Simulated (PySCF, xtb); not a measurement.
CH₃Cl₂Sn, SMILES [Sn]([Cl])([CH3])[Cl], multiplicity 2.

Harmonic wavenumbers (cm⁻¹) from GFN2-xTB (xtb) at its own minimum, in rising order: 15, 80, 84, 93, 278, 283, 300, 544, 550, 1038, 1383, 1388, 3021, 3065, 3068.

**Question.** What does PBE-D3(BJ)/def2-SVP run with PySCF 2.14.0 give at its own minimum? (An estimate is asked for; the answer gives what the named calculation found.)

**Answer.** 34, 99, 110, 119, 330, 342, 426, 670, 689, 1064, 1358, 1363, 2994, 3137, 3140. Paired by order, the mean absolute difference is 56 cm⁻¹ and the zero-point energies are 21.7 and 22.7 kcal/mol.
